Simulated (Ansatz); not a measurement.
`F[SiH](F)[SiH3]` and `O[SiH](F)F` differ in one atom or group.

Ansatz, PBE0-D4/def2-TZVP geometries, multiplicity 1. Each molecule was computed in one conformer, which needn't be the lowest.

```csv
property,`F[SiH](F)[SiH3]`
HOMO energy (B3LYP/def2-TZVPP) / eV,-8.40
HOMO–LUMO gap (ωB97M-V/def2-TZVPP) / eV,12.02
HOMO energy (PBE/def2-TZVPP) / eV,-7.33
HOMO–LUMO gap (B3LYP/def2-TZVPP) / eV,7.80
LUMO energy (B3LYP/def2-TZVPP) / eV,-0.60
size of the dipole moment (ωB97M-V/def2-TZVPP) / D,1.64
```

(1) Give the same properties after the change, and the shifts. (An estimate is asked.)

## Answers

(1) Computed: 
```tsv
property	`O[SiH](F)F`	shift
HOMO energy (B3LYP/def2-TZVPP) / eV	-10.06	-1.66
HOMO–LUMO gap (ωB97M-V/def2-TZVPP) / eV	14.91	2.89
HOMO energy (PBE/def2-TZVPP) / eV	-8.51	-1.18
HOMO–LUMO gap (B3LYP/def2-TZVPP) / eV	10.22	2.42
LUMO energy (B3LYP/def2-TZVPP) / eV	0.16	0.76
size of the dipole moment (ωB97M-V/def2-TZVPP) / D	1.20	-0.44
```

With PBE0 the HOMO falls by 1.77 eV and the LUMO rises by 0.99 eV, so the gap widens by about 2.76 eV. PBE moves the HOMO by -1.18 eV and ωB97M-V by -2.21 eV. The zero-point energy changes by -27.1 kJ/mol with -6 modes. Dipoles are sizes alone; their direction can turn.

B3LYP here is the variant with VWN-RPA as its local correlation; programs differ in this.
